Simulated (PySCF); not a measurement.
C₆ coefficients of unlike pairs at PBE0

Calculated with PySCF 2.14 from the dipole response of each species, C₆(A,B) = (3/π) ∫ α_A(iu) α_B(iu) du, in atomic units, from isotropic polarisabilities. For ions this is the dispersion term alone; charge-induced terms of lower order in 1/R come first.

```csv
species,configuration,basis,relativity,α (bohr³),C₆ (like pair)
Si⁺,[Ne] 3s2 3p1 (2P),aug-cc-pVTZ-DK (6s5p3d2f),spin-free X2C,19.03,100.6
Kr⁺,[Ar] 3d10 4s2 4p5 (2P),def2-TZVPPD (7s6p5d1f),none,10.84,66.06
Hg,[Xe] 4f14 5d10 6s2 (1S),aug-cc-pVDZ-PP with ECP60MDF (5s5p4d2f),core potential,36.20,339.6
```

Q: Estimate C₆ for Hg with Si⁺.

A: The integral gives 183.0. The combination rule 2 C_A C_B / (C_A α_B/α_A + C_B α_A/α_B) gives 184.7 and the geometric mean 184.8.

No spin-orbit coupling is included.

The other pairs:

```
    pair     C₆
 Hg, Kr⁺  143.9
Kr⁺, Si⁺  76.77
```
